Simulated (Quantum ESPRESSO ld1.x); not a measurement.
Problem. All-electron atom: Kr3+ in [Ar] 3d10 4s2 4p3. All-electron calculation, scalar-relativistic Kohn-Sham, LDA (Slater exchange, VWN5 correlation), spin-polarised, spherical densities, point nucleus; open shells are filled with parallel spins first. Program: ld1.x of Quantum ESPRESSO 7.5. Some entries of the table are withheld. Estimate them.

orbital  occ.  eigenvalue (eV)  <1/r> (bohr^-1)
1s up       1       -14177.098            36.72
1s down     1       -14176.784            36.72
2s up       1        -1902.630            8.152
2s down     1        -1902.423            8.152
2p up       3        -1688.646            7.980
2p down     3        -1688.356            7.980
3s up       1         -303.522            2.698
3s down     1         -303.113            2.699
3p up       3         -235.371            2.547
3p down     3         -234.909            2.549
3d up       5         -122.134            2.274
3d down     5         -121.569            2.281
4s up       1          -60.569           0.9144
4s down     1          -57.427           0.9169
4p up       3          -44.752           0.7982
4p down     0          -41.660           0.7924
4d up       0          -23.242           0.5709
4d down     0          -20.929           0.5387
5s up       0          -20.564           0.4043
5s down     0          -19.641           0.3889
5p up       0              (1)           0.3509
5p down     0              (2)           0.3383
4f up       0           -9.754              (3)
4f down     0           -9.117              (4)

Solution. 
(1) 5p up eigenvalue (eV): -16.078
(2) 5p down eigenvalue (eV): -15.424
(3) 4f up <1/r> (bohr^-1): 0.2853
(4) 4f down <1/r> (bohr^-1): 0.2554
